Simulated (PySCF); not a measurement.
WO₂F, SMILES [W+](=[O])([F])=[O], charge +1, multiplicity 1.

Geometry optimised at PBE0-D3(BJ)/def2-TZVP. The multiplicity is an assumed one; other spin states were not compared. The isomer is the one that the SMILES or the coordinates give; other isomers of the formula were not compared. The def2 effective core potentials stand for the cores of W; spin–orbit coupling is left out.

Calculation: PBE0-D3(BJ)/def2-TZVP run with PySCF 2.14.0.

Frequencies are harmonic and unscaled.

Computed vibrational spectrum:
```tsv
mode	ν (cm⁻¹)	IR (km/mol)	moving atoms (share of kinetic energy)
1	252	17.0	O 54 %, F 31 %, W 15 %
2	271	1.9	O 48 %, F 45 %
3	399	2.2	O 92 %
4	778	90.8	F 89 %, W 10 %
5	1069	105.7	O 90 %, W 10 %
6	1122	23.2	O 93 %
```
